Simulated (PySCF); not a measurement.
An unknown is described by computed data only.

Elements present: C, Cl, H and Si. Monoisotopic mass: 166.0401 u.

| Property | Result |
| --- | --- |
| NMR, other nuclei | isotropic shieldings of nuclei other than C and H, by class: 317 (1 Si), 371 (1 Si), 964 (1 Cl) ppm [GIAO PBE0/pcSseg-1] |
| 13C NMR | chemical shifts (computed TMS as zero) by class: 2.5 (2 C), -3.4 (3 C) ppm [GIAO PBE0/pcSseg-1] |
| Polarisability | 128.7 au [CAM-B3LYP/def2-SVPD] |
| XPS | Si2p3/2 105.7, Si2p3/2 106.5, Cl2p3/2 205.0, C1s 289.8 (×3), C1s 290.1 (×2), Si1s 1845.4, Si1s 1846.3, Cl1s 2827.6 eV [ΔSCF SCAN, pcX-2 on the ionised atom, pcseg-1 elsewhere, spin-free X2C, 2p3/2 from a spin–orbit splitting computed afterwards within the 2p shell] |
| Rotational structure | rotational constants A, B, C: 1.343, 0.823, 0.754 GHz [PBE0-D3(BJ)/def2-SVP] |
| UV, first state | lowest singlet excitation: 6.49 eV (191 nm, f = 0.057) [TDDFT CAM-B3LYP/def2-SVPD] |

The electronic properties come from PySCF, for the isolated species, density fitting. Levels stand in brackets. Isolated species at its PBE0-D3(BJ)/def2-SVP geometry, gas phase. NMR classes are plain means over equivalent atoms (diastereotopic ones count apart unless rotation or inversion swaps them), as if these changed places fast.

Problem. Which formula fits the mass and the elements?

Solution. C5H15ClSi2 (calculated 166.0401). No other formula that holds each of these elements comes within 0.0003 u with a fitting electron parity and a possible valence count.

Problem. What is the compound? Reason from the data.

Solution. Numbering: `[CH3:1][Si:2]([CH3:3])([CH3:4])[Si:5]([CH3:6])([CH3:7])[Cl:8]`. Its formula, C5H15ClSi2, gives 0 degrees of unsaturation, so no ring and no π bond. 5 carbons fall into 2 classes; from least to most shielded: Si-methyl carbon [C6/C7] (2.5 ppm, 2 C), Si-methyl carbon [C1/C3/C4] (-3.4 ppm, 3 C). The other shieldings belong to: 317 ppm, chlorine-bound silicon [Si5]; 371 ppm, four-coordinate silicon [Si2]; 964 ppm, silicon-bound chlorine [Cl8]. The core levels belong to: Si2p3/2 105.7 eV, four-coordinate silicon [Si2]; Si2p3/2 106.5 eV, chlorine-bound silicon [Si5]; Cl2p3/2 205.0 eV, silicon-bound chlorine [Cl8]; C1s 289.8 eV, Si-methyl carbon [C1/C3/C4]; C1s 290.1 eV, Si-methyl carbon [C6/C7]; Si1s 1845.4 eV, four-coordinate silicon [Si2]; Si1s 1846.3 eV, chlorine-bound silicon [Si5]; Cl1s 2827.6 eV, silicon-bound chlorine [Cl8]. One atom of each topological class was ionised and stands for its class. The optimised geometry has point group Cs and is an asymmetric top. Structure: `C[Si](C)(C)[Si](C)(C)Cl`. The assignments are read from this structure; whether some other isomer fits the data as well wasn't checked.

The values belong to the conformer `[CH3:1][Si:2]([CH3:3])([CH3:4])[Si:5]([CH3:6])([CH3:7])[Cl:8]`: C1–Si2–Si5–C6 -175°.
